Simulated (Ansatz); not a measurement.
Cost and result up the ladder for (H3Sn)2O (Sn₂OH₆) (9 atoms). Total charge 0; singlet. Geometry: PBE0-D4/def2-SVP.

```xyz
9

Sn   -0.250   -0.303   -1.765
H     0.648   -1.607   -2.420
H    -1.812   -0.815   -1.255
H    -0.347    1.018   -2.850
O     0.747    0.347   -0.186
Sn    0.327    0.338    1.745
H     0.128   -1.291    2.254
H    -1.119    1.232    1.991
H     1.677    1.081    2.486
```

Ansatz on 4 threads of Arm Neoverse V2 on a shared host. Times are rough, and most runs start from the orbitals of an earlier one. ωB97X-V/def2-TZVP serves as the yardstick here, not as an exact answer. Differences are given only for rows in sets of like size (and for xTB, whose basis is part of the method), since another set adds its own error. Binding counts from free atoms at the same level (Sn triplet, H doublet, O triplet; other spins of the atoms weren't run), without zero-point energy or a counterpoise term.

In the def2 sets Sn takes a core potential, while STO-3G treats all electrons; there is no spin–orbit coupling. Correlated methods freeze 9 core orbitals; core or outer-core shells of Sn are correlated, in sets that lack core-valence functions.

Correlated methods converge slowly with the basis.

```
                               level  functions  wall time
                           HF/STO-3G         65      0.4 s
                     PBE-D4/def2-SVP         96      0.6 s
                    PBE0-D4/def2-SVP         96      0.9 s
                    PBE-D4/def2-TZVP        167      1.2 s
                   BLYP-D4/def2-TZVP        167      1.2 s
                        HF/def2-TZVP        167      1.3 s
                   PBE-D4/def2-TZVPD        206      1.6 s
                   PBE0-D4/def2-TZVP        167      1.6 s
                  PBE0-D4/def2-TZVPD        206      2.2 s
                 r2SCAN-D4/def2-TZVP        167      2.3 s
CAM-B3LYP-D4/def2-TZVP (with forces)        167      2.7 s
                r2SCAN-D4/def2-TZVPD        206      2.9 s
                   ωB97X-V/def2-TZVP        167      4.5 s
                   CCSD(T)/def2-TZVP        167       43 s
```

(1) Estimate what each level gives for the binding energy per atom (eV).

Results:

(1) 
```csv
level,binding energy per atom (eV),difference from ωB97X-V/def2-TZVP (eV)
HF/STO-3G,2.80,–
PBE-D4/def2-SVP,2.50,–
PBE0-D4/def2-SVP,2.46,–
PBE-D4/def2-TZVP,2.54,-0.07
BLYP-D4/def2-TZVP,2.54,-0.07
HF/def2-TZVP,1.75,-0.86
PBE-D4/def2-TZVPD,2.54,-0.07
PBE0-D4/def2-TZVP,2.50,-0.11
PBE0-D4/def2-TZVPD,2.50,-0.11
r2SCAN-D4/def2-TZVP,2.56,-0.05
CAM-B3LYP-D4/def2-TZVP (with forces),2.58,-0.03
r2SCAN-D4/def2-TZVPD,2.56,-0.05
ωB97X-V/def2-TZVP,2.61,0.00
CCSD(T)/def2-TZVP,2.47,-0.14
```
